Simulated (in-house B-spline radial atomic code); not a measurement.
**RPA and G0W0 on PBE: Kr²⁵⁺**

Configuration [Ne] 3s1, highest spin, mean-field start PBE. Computed with an all-electron radial atomic-structure program (B-spline basis): all electrons, non-relativistic, point nucleus, each spin shell either full or empty, empty states to l = 9 with an (l + 1/2)⁻⁴ tail; G0W0 by contour deformation at full frequency.

Command:
```bash
python run_gw.py task.json out
```
Settings (radii: box in bohr, nucleus in fm):
```
Z                        36
electrons                11
configuration            [Ne] 3s1
hamiltonian              nr
method                   pbe,pbe
lmax                     9
spin_polarised           True
box_radius               3.47
intervals                46
ion_configuration        [He] 2s2 2p6
```

Run time, properties included: 1.2 s on 1 thread of Arm Neoverse V2, on a shared host.

Energies (hartree):

```tsv
term	value
mean-field total	-2335.47266
Hartree-Fock functional on these orbitals	-2335.48594
direct second order	-0.77455
second-order exchange	0.32042
SOSEX correction	0.30071
```

**Question.** What is the RPA correlation energy, and what remains with SOSEX?

**Answer.** RPA gives -0.7362 hartree (-1.82 eV per electron); RPA + SOSEX gives -0.43549, and the second-order doubles -0.45413 hartree (no singles). RPA lacks exchange-type terms and so overcorrelates at short range.

Quasi-particle levels (eV):

```tsv
level	occupied	mean field	Σx - vxc	Σc	QP weight	G0W0
3s up	yes	-1167.43	-19.01	?	?	?
2p down	yes	-2785.34	-72.17	3.05	0.993	-2854.47
2p up	yes	-2787.11	-72.81	3.29	0.989	-2856.63
2s down	yes	-2943.55	-88.44	3.38	0.989	-3028.62
3s down	no	-1156.70	24.70	-5.15	0.963	-1137.14
```

G0W0 = mean field + (Σx - vxc) + Σc, with Σc (partial-wave tail included) taken at the quasi-particle energy. Only the outer levels were computed.

**Question.** Where does G0W0 put 3s up?

**Answer.** At -1190.02 eV, with Σc = -3.57 eV and a quasi-particle weight of 0.981. The tabulated removal energy is 1205.23 ± 0.04 eV (NIST, semi-empirical); the calculation leaves out relativity, Breit and QED terms, and what these don't explain is the method's own error.

**Question.** What does it cost to remove one electron (to [He] 2s2 2p6) by differences of total energies, each species on its own start (correlation terms add to the Hartree-Fock functional)?

**Answer.** PBE 1189.85 eV, Hartree-Fock functional 1186.27 eV, + RPA 1188.96 eV, + RPA + SOSEX 1186.90 eV, + second order 1187.00 eV. Tabulated: 1205.23 ± 0.04 eV (NIST, semi-empirical); the calculation leaves out relativity, Breit and QED terms, and what these don't explain is the method's own error.
